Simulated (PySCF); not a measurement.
Two species compared at the same levels of theory.

First species: C5H7N.
InChI=1S/C5H7N/c1-3-5(2)4-6/h3-4,6H,1-2H2/b6-4+

Second species: C5H5FSi.
Structure used (GFN2-xTB), in Å, numbered top down from 1:
```
atom  x, y, z in Å
C1     3.3755   -0.4717   -0.4634
C2     2.3922    0.2166   -0.4406
C3     1.2421    1.0357   -0.4162
C4     0.1561    0.7058    0.2303
C5    -0.9362    0.3448    0.8226
Si6   -2.3235   -0.6399    0.0159
F7    -3.4132   -0.8286    1.1894
H8     4.2349   -1.0722   -0.4870
H9     1.3080    1.9766   -0.9500
H10   -1.0886    0.6147    1.8615
H11   -3.0173    0.1050   -1.0251
H12   -1.9288   -1.9875   -0.3635
```

Levels: wB97X-D/def2-SVPD for dipole moment, HOMO energy, LUMO energy, HOMO–LUMO gap, static isotropic polarisability and electronic spatial extent ⟨r²⟩ about the centre of nuclear charge; TDDFT wB97X-D/def2-SVPD for lowest singlet excitation; TDA wB97X-D/def2-SVPD for lowest triplet excitation (Tamm–Dancoff); GFN2-xTB for rotational constant A and rotational constant C. Geometries: GFN2-xTB. Each structure is a single optimised conformer of the isolated species, non-relativistic unless stated. Electronic properties by PySCF.

Dipoles, sizes and rotational constants follow the conformer. The torsions of the flexible species, by atom-mapped SMILES:
- `[H]/[N:6]=[CH:5]/[C:3]([CH:2]=[CH2:1])=[CH2:4]`: C1–C2–C3–C4 180°, C2–C3–C5–N6 180°
- `[CH:1]#[C:2][CH:3]=[C:4]=[CH:5][SiH2:6][F:7]`: C4–C5–Si6–F7 179°

Values for the first species:

| Property | Result |
| --- | --- |
| Dipole moment | 1.46 D |
| HOMO energy | -8.64 eV |
| LUMO energy | 0.15 eV |
| HOMO–LUMO gap | 8.79 eV |
| Lowest singlet excitation | 4.48 eV |
| Lowest triplet excitation (Tamm–Dancoff) | 2.90 eV |
| Static isotropic polarisability | 71.4 au |
| Electronic spatial extent ⟨r²⟩ about the centre of nuclear charge | 631 bohr² |
| Rotational constant A | 6.542 GHz |
| Rotational constant C | 1.933 GHz |

(1) Estimate the same properties for the second species, and the change in each.

## Answers

(1) 
```json
{"property": "dipole moment", "first": "1.46 D", "second": "1.27 D", "second less first": "-0.19 D"}
{"property": "HOMO energy", "first": "-8.64 eV", "second": "-8.88 eV", "second less first": "-0.24 eV"}
{"property": "LUMO energy", "first": "0.15 eV", "second": "0.73 eV", "second less first": "+0.58 eV"}
{"property": "HOMO–LUMO gap", "first": "8.79 eV", "second": "9.61 eV", "second less first": "+0.82 eV"}
{"property": "lowest singlet excitation", "first": "4.48 eV", "second": "5.03 eV", "second less first": "+0.55 eV"}
{"property": "lowest triplet excitation (Tamm–Dancoff)", "first": "2.90 eV", "second": "3.77 eV", "second less first": "+0.87 eV"}
{"property": "static isotropic polarisability", "first": "71.4 au", "second": "89.3 au", "second less first": "+17.9 au"}
{"property": "electronic spatial extent ⟨r²⟩ about the centre of nuclear charge", "first": "631 bohr²", "second": "1454 bohr²", "second less first": "+823 bohr²"}
{"property": "rotational constant A", "first": "6.542 GHz", "second": "7.855 GHz", "second less first": "+1.313 GHz"}
{"property": "rotational constant C", "first": "1.933 GHz", "second": "0.729 GHz", "second less first": "-1.204 GHz"}
```

On the first: A dipole of 1.46 D is allowed in Cs, and pure rotational transitions are dipole-allowed. S1 lies 4.31 eV below the HOMO–LUMO gap; its leading configuration is HOMO−1→LUMO, weight 0.87.

On the second: The principal polarisabilities are 61.8, 69.8 and 136.3 au; their mean is the isotropic value. No computed singlet falls in the visible range (750 to 380 nm, 1.65 to 3.26 eV); S1 lies 1.77 eV above its blue end.
